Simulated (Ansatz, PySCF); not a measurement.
GeF2, SMILES [F][Ge][F] (connectivity only; charge and spin as stated), neutral, multiplicity 1.

Geometry optimised at B3LYP-D3(BJ)/def2-TZVP. The isomer is the one that the SMILES or the coordinates give; other isomers of the formula were not compared.

Vertical ionisation energy (IE) and electron affinity (EA) in eV. Rows of orbital energies are one-electron estimates. Where ΔSCF, EOM or ADC give a negative EA the extra electron is unbound and the value depends on the basis.

```tsv
level	IE	EA
−ε(HOMO), −ε(LUMO), M06-2X/def2-TZVPD (PySCF)	10.19	1.84
−ε(HOMO), −ε(LUMO), PBE/def2-TZVPD (PySCF)	7.80	3.50
ADC(2)/aug-cc-pVDZ (PySCF)	10.97	0.53
ΔSCF, PBE0/def2-TZVPD (Ansatz), final states of multiplicity 2 and 2	11.66	0.60
ΔSCF, PBE/def2-TZVPD (Ansatz), final states of multiplicity 2 and 2	11.48	0.47
```

Problem. What vertical singlet–triplet gap does ΔSCF give with PBE0/def2-TZVPD (Ansatz, a first-principles code) and with PBE/def2-TZVPD (Ansatz)? (Estimate from the structure and the level; the computed values follow.)

Solution. 3.58 and 3.68 eV (triplet above singlet where positive).

Problem. Beyond the first one, list the lowest photoelectron lines from ADC(2)/aug-cc-pVDZ run with PySCF 2.14.0 with their pole strengths (two spins summed). (Estimate from the structure and the level; the computed values follow.)

Solution. 12.39 eV (1.70), 12.88 eV (1.70), 13.58 eV (1.71), 13.65 eV (1.72), 14.42 eV (1.71).
